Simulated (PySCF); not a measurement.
BH6NO2Si.

```xyz
11

Si    -0.8563    -0.6849     0.4599
N     -1.8759     0.6356    -0.1583
B      0.9668     0.0219    -0.0902
O      2.1681    -0.4432     0.3384
O      0.8943     1.0422    -0.9899
H     -1.0585    -0.9989     1.9119
H     -1.2729    -1.8979    -0.3091
H     -2.8280     0.4021    -0.4337
H     -1.9127     1.4743     0.4207
H      2.9049     0.0277    -0.0802
H     -0.0464     1.2301    -1.1774
```

Geometry optimised at B3LYP-D3(BJ)/def2-SVP. The structure was generated by enumeration, and PubChem lists no compound with its InChIKey, so it may never have been made. One conformer was computed; it need not be the lowest.

Level of theory: PBE0/pcSseg-1 in PySCF. Non-relativistic, no solvent.

Computed absolute GIAO shielding of each atom: isotropic value and principal components (ppm):
```
atom  σ(iso)    σ11    σ22    σ33   span
----  ------  -----  -----  -----  -----
Si1    406.0  348.2  388.6  481.3  133.0
N2     262.2  231.0  261.3  294.2   63.2
B3      68.6   54.3   56.3   95.1   40.8
O4     201.8   79.6  242.7  282.9  203.3
O5     155.1  -39.2  215.7  288.8  327.9
H6      26.7   23.0   25.2   32.0    9.0
H7      26.8   23.9   25.2   31.3    7.5
H8      31.0   23.3   26.6   43.1   19.8
H9      31.8   25.1   27.8   42.6   17.5
H10     26.7   21.5   22.6   36.2   14.7
H11     23.7   15.3   24.1   31.8   16.4
```
